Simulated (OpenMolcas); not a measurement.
Sm4+: terms and fine structure

```json
{
 "Program": "OpenMolcas",
 "Method": "SS-RASPT2, IPEA 0.25 Eh, imaginary shift 0.1 Eh (closed shells correlated: 5s 5p)",
 "Basis": "ANO-RCC-VTZP [8s7p5d3f2g1h]",
 "Scalar Hamiltonian": "DKH2, point nucleus",
 "Active space": "4 electrons in 12 orbitals (RAS2 4f; RAS3 5d, at most 1 electron)",
 "State averaging": "2S+1 = 5 even, 35 roots; 2S+1 = 3 even, 126 roots kept (CI in the orbitals of an earlier block); 2S+1 = 1 even, 122 roots kept (CI in the orbitals of an earlier block); 2S+1 = 5 odd, 175 roots (15 in the spin-orbit step); 2S+1 = 3 odd, 108 roots kept (CI in the orbitals of an earlier block, 0 in the spin-orbit step); 2S+1 = 1 odd, 13 roots kept (CI in the orbitals of an earlier block, 0 in the spin-orbit step)",
 "Spin-orbit coupling": "RASSI with atomic mean-field integrals over the reference wave functions, term energies averaged over their components"
}
```

With spin-orbit coupling, above the lowest level:

```json
{"Configuration": "4f4", "Term": "5I", "J": "4", "E (cm-1)": "0.0", "Term weight %": "97", "Second": "3 3H(1)"}
{"Configuration": "4f4", "Term": "5I", "J": "5", "E (cm-1)": "2030", "Term weight %": "98", "Second": ""}
{"Configuration": "4f4", "Term": "5I", "J": "6", "E (cm-1)": "4260", "Term weight %": "99", "Second": ""}
{"Configuration": "4f4", "Term": "5I", "J": "7", "E (cm-1)": "6590", "Term weight %": "98", "Second": ""}
{"Configuration": "4f4", "Term": "5I", "J": "8", "E (cm-1)": "8990", "Term weight %": "96", "Second": "4 3K"}
{"Configuration": "4f4", "Term": "5F", "J": "1", "E (cm-1)": "16230", "Term weight %": "95", "Second": "5 3D"}
{"Configuration": "4f4", "Term": "5F", "J": "2", "E (cm-1)": "16820", "Term weight %": "92", "Second": "5 3D"}
{"Configuration": "4f4", "Term": "5F", "J": "3", "E (cm-1)": "18000", "Term weight %": "95", "Second": ""}
{"Configuration": "4f4", "Term": "5S", "J": "2", "E (cm-1)": "18990", "Term weight %": "93", "Second": "6 3P"}
{"Configuration": "4f4", "Term": "5F", "J": "4", "E (cm-1)": "19280", "Term weight %": "90", "Second": "5 3G(1)"}
{"Configuration": "4f4", "Term": "5F", "J": "5", "E (cm-1)": "21080", "Term weight %": "91", "Second": "7 3G(1)"}
{"Configuration": "4f4", "Term": "3K", "J": "6", "E (cm-1)": "21980", "Term weight %": "98", "Second": ""}
{"Configuration": "4f4", "Term": "3H(1)", "J": "4", "E (cm-1)": "23510", "Term weight %": "51", "Second": "21 3G(1)"}
{"Configuration": "4f4", "Term": "3K", "J": "7", "E (cm-1)": "23770", "Term weight %": "83", "Second": "14 3L"}
{"Configuration": "4f4", "Term": "5G", "J": "2", "E (cm-1)": "23970", "Term weight %": "92", "Second": "6 3F(2)"}
{"Configuration": "4f4", "Term": "5G", "J": "3", "E (cm-1)": "24450", "Term weight %": "70", "Second": "26 3G(1)"}
{"Configuration": "4f4", "Term": "3K", "J": "8", "E (cm-1)": "25930", "Term weight %": "72", "Second": "14 3L"}
{"Configuration": "4f4", "Term": "3H(1)", "J": "5", "E (cm-1)": "26600", "Term weight %": "49", "Second": "29 5G"}
{"Configuration": "4f4", "Term": "5G", "J": "4", "E (cm-1)": "27200", "Term weight %": "73", "Second": "24 3H(1)"}
{"Configuration": "4f4", "Term": "3G(1)", "J": "3", "E (cm-1)": "28350", "Term weight %": "71", "Second": "25 5G"}
{"Configuration": "4f4", "Term": "3D", "J": "2", "E (cm-1)": "29540", "Term weight %": "59", "Second": "19 3P"}
{"Configuration": "4f4", "Term": "5G", "J": "5", "E (cm-1)": "29760", "Term weight %": "64", "Second": "34 3H(1)"}
{"Configuration": "4f4", "Term": "5G", "J": "6", "E (cm-1)": "30310", "Term weight %": "62", "Second": "37 3H(1)"}
{"Configuration": "4f4", "Term": "3D", "J": "1", "E (cm-1)": "31010", "Term weight %": "51", "Second": "45 3P"}
{"Configuration": "4f4", "Term": "3L", "J": "7", "E (cm-1)": "31040", "Term weight %": "85", "Second": "14 3K"}
{"Configuration": "4f4", "Term": "3G(1)", "J": "4", "E (cm-1)": "32330", "Term weight %": "62", "Second": "17 3H(1)"}
{"Configuration": "4f4", "Term": "3L", "J": "8", "E (cm-1)": "32640", "Term weight %": "65", "Second": "18 3M"}
{"Configuration": "4f4", "Term": "3H(1)", "J": "6", "E (cm-1)": "32670", "Term weight %": "59", "Second": "38 5G"}
{"Configuration": "4f4", "Term": "3D", "J": "3", "E (cm-1)": "33150", "Term weight %": "87", "Second": "7 3F(1)"}
{"Configuration": "4f4", "Term": "3P", "J": "0", "E (cm-1)": "33410", "Term weight %": "100", "Second": ""}
{"Configuration": "4f4", "Term": "3L", "J": "9", "E (cm-1)": "34010", "Term weight %": "78", "Second": "22 3M"}
{"Configuration": "4f4", "Term": "1D(1)", "J": "2", "E (cm-1)": "34190", "Term weight %": "39", "Second": "33 3P"}
{"Configuration": "4f4", "Term": "3M", "J": "8", "E (cm-1)": "34260", "Term weight %": "48", "Second": "36 1L(1)"}
{"Configuration": "4f4", "Term": "3G(1)", "J": "5", "E (cm-1)": "35600", "Term weight %": "73", "Second": "12 3H(1)"}
{"Configuration": "4f4", "Term": "3F(1)", "J": "4", "E (cm-1)": "35940", "Term weight %": "71", "Second": "13 1G(1)"}
{"Configuration": "4f4", "Term": "3P", "J": "1", "E (cm-1)": "36170", "Term weight %": "55", "Second": "44 3D"}
{"Configuration": "4f4", "Term": "3F(1)", "J": "2", "E (cm-1)": "37830", "Term weight %": "48", "Second": "32 3P"}
{"Configuration": "4f4", "Term": "3I", "J": "5", "E (cm-1)": "38080", "Term weight %": "91", "Second": "5 1H"}
{"Configuration": "4f4", "Term": "3F(2)", "J": "2", "E (cm-1)": "38720", "Term weight %": "78", "Second": "6 5G"}
{"Configuration": "4f4", "Term": "3F(1)", "J": "3", "E (cm-1)": "38820", "Term weight %": "86", "Second": "7 3D"}
```

Spin-orbit coupling puts the lowest level 5599 cm-1 below the lowest spin-free term.

For 5I the intervals divided by the larger J are 406.8, 370.4, 333.6, 299.7 cm-1. Landé's interval rule makes them equal in pure LS coupling; they differ by 30 % of their mean. The multiplet is regular.

CASPT2 does not keep the components of a term degenerate, so their means are used; among the terms shown or strongly mixed into the levels shown the widest spread is 110 cm-1 (4f4 5G). Each CASPT2 term energy is a mean over a sample of three components. High states are left out of the spin-orbit mixing, which shifts the levels that they would mix with. Terms from blocks run as CI alone lack orbitals of their own. Only configurations of the active space appear. The first state left out of the spin-orbit step lies near 57000 cm-1 above the lowest spin-free state of the reference (among the parities and spins computed), and the list stops at four fifths of that energy or lower. The table shows the lowest 40 of 53 levels.

The term weight is that of the spin-free term in the level, not the purity of its configuration. A number in round brackets counts repeated terms of one configuration in the order of the reference energies.
